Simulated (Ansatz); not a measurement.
Calculated with Ansatz (gas phase, PBE0-D4/def2-TZVP geometries, no zero-point term in ΔE). CBS: MP2 limit from def2 TZ/QZ plus the TZ coupled-cluster correction, frozen cores. This one scheme is used for every species. For As outer-core shells are correlated without core-valence functions, which leaves a few kJ/mol of doubt a bond. Scalar relativity is left out up to krypton. Each species was taken in one conformer, which may not be the lowest.

`C=C[SiH2][AsH2]` + `[SiH3]Cl` → `C=C[SiH2][SiH2]Cl` + arsine  (formal exchange of groups at the Si–As bond)

```
            species  CCSD(T)/CBS(def2) energy (Eh)
  `C=C[SiH2][AsH2]`                    -2604.38170
         `[SiH3]Cl`                     -750.69636
`C=C[SiH2][SiH2]Cl`                    -1118.27482
           `[AsH3]`                    -2236.79077
```

**Question.** Work out ΔE.

**Answer.** ΔE = (-1118.27482) + (-2236.79077) − (-2604.38170) − (-750.69636) = 0.01247 Eh = +32.7 kJ/mol.

Largest T1 diagnostic among the species: 0.012.
